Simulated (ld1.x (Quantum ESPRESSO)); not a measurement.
Before and after: RRKJ potential for Pt

platinum (Pt), norm-conserving RRKJ (Kleinman–Bylander form), made with ld1.x (Quantum ESPRESSO) 7.5 (PBEsol, scalar-relativistic). Core [Xe] 4f14, reference 5d7 6s0 6p0 (charge +3). Waves: 6p (bound, empty): rc 2.25 bohr; 5d (bound): rc 1.95 bohr; 6s (bound, empty): rc 2.05 bohr. Local part: the s channel. Core correction: none.

Change: wave 5d (bound): rc 1.95 bohr becomes 5d (bound): rc 2.42 bohr.

Cutoffs: the cutoffs (Ry, on a coarse ladder) from which the occupation-weighted sum of valence levels, in a spherical-Bessel basis at the reference potential, stays within 10 and 1 mRy of its value at 400 Ry; they do not see the model core or the augmentation charge, which bear on the density cutoff. Errors are all-electron minus pseudo energies relative to the spin-unpolarised reference configuration.

Problem. What does the change do?

Solution. The potential gets softer (40 Ry and 40 Ry → 30 Ry and 35 Ry); of the 7 tests that both files solve, the error grows in 0 and shrinks in 7 by more than 15 % and 0.3 meV (median size 108.0 → 75.9 meV); neither file shows a bound ghost. A larger radius leaves more room for a smooth pseudo-wave, so fewer plane waves are needed. That the errors move this way runs against the usual rule that smaller radii transfer better.

| quantity | base | changed |
| --- | --- | --- |
| cutoff, loose | 40 Ry | 30 Ry |
| cutoff, tight | 40 Ry | 35 Ry |
| bound ghosts | none | none |
| error for 5d9 6s1 6p0, meV [ΔE -61.47 eV] | -108 | -76 |
| error for 5d9 6s0 6p0, meV [ΔE -52.24 eV] | -235 | -141 |
| error for 5d8 6s0 6p0, meV [ΔE -32.25 eV] | -70 | -32 |
| error for 5d10 6s0 6p0, meV [ΔE -61.48 eV] | -390 | -271 |
| error for 5d8 6s2 6p0, meV [ΔE -60.48 eV] | +90 | +67 |
| error for 5d9.5 6s0.5 6p0, meV [ΔE -61.59 eV] | -241 | -168 |
| error for 5d6 6s0 6p0, meV [ΔE 45.68 eV] | -106 | -35 |
